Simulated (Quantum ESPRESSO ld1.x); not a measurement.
Values are calculated unless marked as measured or tabulated.
Q: Ir+, 76 electrons, occupied as [Xe] 4f14 5d7 6s1. Level of theory: scalar-relativistic Kohn-Sham, LDA (Slater exchange, Perdew-Zunger correlation), spin-polarised, spherical densities, point nucleus; open shells are filled with parallel spins first (ld1.x of Quantum ESPRESSO 7.5). Some entries of the table are withheld. Estimate them.

orbital,occ.,eigenvalue (eV),r(max) (bohr),<r> (bohr)
1s up,1,-76084.7,0.011,0.01744
1s down,1,-76084.7,0.011,0.01744
2s up,1,-13317.9,0.062,0.07364
2s down,1,-13317.7,0.062,0.07364
2p up,3,-11574.5,0.051,0.06626
2p down,3,-11574.3,0.051,0.06626
3s up,1,-3120.85,0.176,0.1906
3s down,1,-3120.75,0.176,0.1906
3p up,3,-2611.21,0.175,0.1914
3p down,3,-2611.11,0.175,0.1914
3d up,5,-2049.57,0.142,0.1733
3d down,5,-2049.42,0.142,0.1733
4s up,1,-671.641,0.399,0.4236
4s down,1,-671.442,0.399,0.4236
4p up,3,-504.451,0.418,0.4509
4p down,3,-504.248,0.418,0.4508
4d up,5,-299.190,0.425,0.4788
4d down,5,-298.950,0.425,0.4786
5s up,1,-107.151,0.887,0.9783
5s down,1,-105.843,0.887,0.9752
4f up,7,-70.9187,(1),(2)
4f down,7,-70.5627,(3),(4)
5p up,3,-63.9355,1.00,1.135
5p down,3,-62.3288,1.00,1.130
5d up,5,-16.3478,1.30,1.668
6s up,1,-14.5327,2.32,(5)
5d down,2,-14.4076,1.29,1.678
6s down,0,-12.9246,2.34,(6)

A: 
(1) 4f up r(max) (bohr): 0.395
(2) 4f up <r> (bohr): 0.5360
(3) 4f down r(max) (bohr): 0.395
(4) 4f down <r> (bohr): 0.5344
(5) 6s up <r> (bohr): 2.655
(6) 6s down <r> (bohr): 2.733
